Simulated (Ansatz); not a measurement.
Consider the formal hydrolysis of the Si–F bond: `CN([SiH2]F)[SiH2]F` + H₂O → `CN([SiH2]O)[SiH2]F` + H–F.

Computed with Ansatz on PBE0-D4/def2-TZVP structures; ΔE is electronic, products minus reactants. CBS: MP2 limit from def2 TZ/QZ plus the TZ coupled-cluster correction, frozen cores. This one scheme is used for every species. DFT in def2-TZVPP. Each species was taken in one conformer, which may not be the lowest.

Q: Is it downhill or uphill in electronic energy at CCSD(T)/CBS, and by how much? (Best estimate.)

A: Ansatz gave: Uphill: ΔE = +0.45 eV.

Q: What do these levels give: PBE-D4, r2SCAN-D4, ωB97X-V, ωB97M-V, MP2/def2-QZVPP, MP2/CBS(def2)? (Estimate.)

A: Computed: PBE-D4 0.42, r2SCAN-D4 0.46, ωB97X-V 0.46, ωB97M-V 0.45, MP2/def2-QZVPP 0.43, MP2/CBS(def2) 0.43 eV.

Largest T1 diagnostic among the species: 0.012.

In def2-TZVPP, CCSD(T) changes the Hartree–Fock value by −0.09 eV (the triples alone add −0.01 eV) and MP2 by −0.11 eV. The D4 term adds −0.04 eV with B3LYP and −0.02 eV with PBE0; it sums over pairs of atoms, weighted by their polarisabilities, and B3LYP, whose exchange is more repulsive, gets the larger term.

B3LYP here is the variant with VWN-RPA as its local correlation; programs differ in this.
